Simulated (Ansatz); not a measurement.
`[CH3][SnH]([F])[SeH]` + H₂ → `[CH3][SnH2][F]` + H₂Se at 700 K and 1 bar (hydrogenolysis of the Sn–Se bond).

Computed with Ansatz on PBE0-D4/def2-TZVP structures; ΔE is electronic, products minus reactants. CBS: MP2 limit from def2 TZ/QZ plus the TZ coupled-cluster correction, frozen cores. This one scheme is used for every species. def2 core potentials past Kr. For Se, Sn outer-core shells are correlated without core-valence functions, which leaves a few kJ/mol of doubt a bond. Scalar relativity is left out up to krypton. Each species was taken in one conformer, which may not be the lowest.

| species | CCSD(T)/CBS energy (Eh) | H − E (kJ/mol) | S (J/(mol·K)) |
| --- | --- | --- | --- |
| `[CH3][SnH]([F])[SeH]` | -2755.65149 | 216.3 | 495.9 |
| H₂ | -1.17544 | 46.8 | 155.3 |
| `[CH3][SnH2][F]` | -354.90084 | 196.4 | 411.5 |
| H₂Se | -2401.89790 | 61.1 | 251.1 |

H − E and S are ideal-gas, rigid-rotor, harmonic terms from PBE0-D4/def2-TZVP, for one conformer and one mirror image of each species. For small species the MP2-based limit differs from directly extrapolated CCSD(T) by up to some mEh (0.8 for H₂); such offsets cancel only in part. 1 Eh = 2625.50 kJ/mol, R = 8.31446 J/(mol·K).

By hand: ΔE, ΔH, ΔS and ΔG.

ΔE = (-354.90084) + (-2401.89790) − (-2755.65149) − (-1.17544) = 0.02819 Eh = 74.0 kJ/mol. Δ(H − E) = 196.4 + 61.1 − 216.3 − 46.8 = -5.6, so ΔH = 68.4 kJ/mol. ΔS = 411.5 + 251.1 − 495.9 − 155.3 = 11.4 J/(mol·K). ΔG = 68.4 − 700 × (11.4)/1000 = 60.4 kJ/mol.

By hand: the equilibrium constant, and the temperature at which ΔG would vanish if ΔH and ΔS stayed fixed.

log₁₀ K = −ΔG/(RT ln 10) = -4.5. ΔG = 0 at ΔH/ΔS = 6000 K, far beyond where these terms or the molecules hold.

The number of gas molecules stays the same, so ΔS is small and ΔH decides. A doubt of 5 kJ/mol in ΔE shifts log₁₀ K by 0.4 here. Other conformers and mirror images would add mixing entropy, several J/(mol·K) or more a flexible species. These are equilibria of isolated gas molecules and say nothing of rates. Largest T1 diagnostic: 0.013 (customary marks: 0.02 for closed shells, 0.045 for open ones).
